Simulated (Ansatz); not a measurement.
The first iterations of a band of ClGaH4O3 (9 atoms, charge 0, multiplicity 1).

The calculation used RKS PBE-D4/def2-SVP (Ansatz).

```yaml
movable_images: 5
climbing_image: yes
spring: 5.0 eV/Å²
optimiser: quadratic models (default)
start_path: through a guess of the saddle point
force_threshold: 0.05 eV/Å
iteration_limit: 60
end_points: relaxed
```

Initial state:

```xyz
9
Properties=species:S:1:pos:R:3
Ga -0.164 -0.073 0.176
Cl -0.235 -1.029 2.154
O 1.488 0.297 -0.522
H 2.109 -0.452 -0.504
O -1.571 -0.207 -0.933
H -2.351 -0.552 -0.460
O 0.045 1.920 0.873
H 0.974 1.898 0.518
H 0.148 1.805 1.841
```

Final state:

```xyz
9
Properties=species:S:1:pos:R:3
Ga -0.148 -0.118 0.333
Cl -0.477 -0.918 2.338
O 1.591 0.129 -0.193
H 1.768 -0.173 -1.101
O -1.384 -0.310 -0.962
H -2.228 -0.631 -0.596
O 0.095 1.910 0.910
H 1.015 1.829 0.533
H 0.211 1.889 1.883
```

| iteration | highest image above the first end (eV) | largest band force component (eV/Å) |
| --- | --- | --- |
| 1 | 5.386 | 25.501 |
| 2 | 2.547 | 3.597 |
| 3 | 1.627 | 2.901 |
| 4 | 0.992 | 1.495 |
| 5 | 0.733 | 1.593 |
| 6 | 0.497 | 1.377 |

Question: Does the band converge within its limit, and where does its top end?

Answer: The forces met the threshold. It ended after 18 iterations with the highest image 0.000 eV above the first end. The highest image is an end point: on this band no image between the ends rises above it. A vibrational analysis next to that end finds imaginary modes (56i cm⁻¹), so it isn't a minimum.

Time of the run: 86 s on 4 threads of Arm Neoverse V2 (shared host), peak memory 0.17 GiB.
